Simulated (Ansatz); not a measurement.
Z-matrix (Å, degrees):
```
C
O 1 1.412
H 1 1.090 2 108.1
H 1 1.094 2 111.1 3 119.3
H 1 1.095 2 111.4 3 -119.1
Si 2 1.621 1 125.6 3 175.7
O 6 1.608 2 107.9 1 175.4
F 6 1.592 2 109.3 1 56.3
H 6 1.472 2 112.8 1 -62.2
Si 7 1.644 6 144.6 2 -22.3
H 10 1.482 7 107.5 6 -167.0
H 10 1.484 7 109.8 6 73.6
H 10 1.484 7 110.3 6 -47.3
```

Charge 0, multiplicity 1.

(1) List the r2SCAN/def2-TZVPP orbital energies in eV (Ansatz). (An estimate is asked.)

## Answers

(1) Computed: Occupied: -1792.62, -1791.67, -666.07, -516.12, -516.10, -274.65, -142.83, -142.04, -97.74, -97.71, -97.66, -96.94, -96.87, -96.87, -31.25, -27.16, -26.42, -18.20, -15.23, -13.56, -12.57, -12.00, -11.99, -11.45, -11.18, -10.67, -10.10, -9.90, -9.38, -8.20, -8.16, -7.94, -7.54. Lowest empty: -0.24, 0.89, 1.08, 1.37, 1.50, 1.82, 1.98, 2.44.
